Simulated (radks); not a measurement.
Problem. Br+, 34 electrons, occupied as [Ar] 3d9.5 4s2 4p4.5 (fractional occupations, a model configuration). All-electron calculation, Dirac Kohn-Sham, LDA (Slater exchange, Perdew-Wang correlation), spin-unpolarised, spherical densities, point nucleus; open shells fill j = l - 1/2 first. Program: a radial shooting solver on a logarithmic mesh with Libxc functionals.

Spin-orbit splittings of the eigenvalues, e(l+1/2) - e(l-1/2), with zeta = 2 splitting/(2l+1) and mean radii in bohr:

shell  occ.  splitting (eV)  zeta (eV)  <r> j=l-1/2  <r> j=l+1/2
2p        6           47.40      31.60       0.1629       0.1668
3p        6               ?          ?       0.5545       0.5649
3d      9.5           1.117     0.4466       0.5788       0.5827
4p      4.5          0.6291     0.4194        1.882        1.919

Estimate the 3p splitting.

Solution. 6.928 eV (zeta = 4.618 eV).
